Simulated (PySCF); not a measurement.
Si(Br)(OH)2(NH2) (BrH4NO2Si), SMILES N[Si](O)(O)Br.

Geometry: PBE0-D3(BJ)/def2-SVP. This is a generated structure with no PubChem entry under its InChIKey; it may be hypothetical. The values are those of a single conformer.

Computed with PBE0/def2-TZVP in PySCF.

The molecule is in vacuum.

```json
{
  "total_energy": "-3070.91554 hartree",
  "highest_occupied_level": "-7.87 eV",
  "lowest_empty_level": "0.36 eV",
  "orbital_gap": "8.23 eV",
  "dipole_moment": "1.90 D",
  "quadrupole, principal values (traceless, Buckingham form, about the centre of nuclear charge)": "-8.56, -0.02, 8.57 D·Å",
  "mean_static_polarisability": "55.7 bohr³ (8.25 Å³)",
  "polarisability_principal_values": "49.7, 51.2, 66.2 bohr³"
}
```
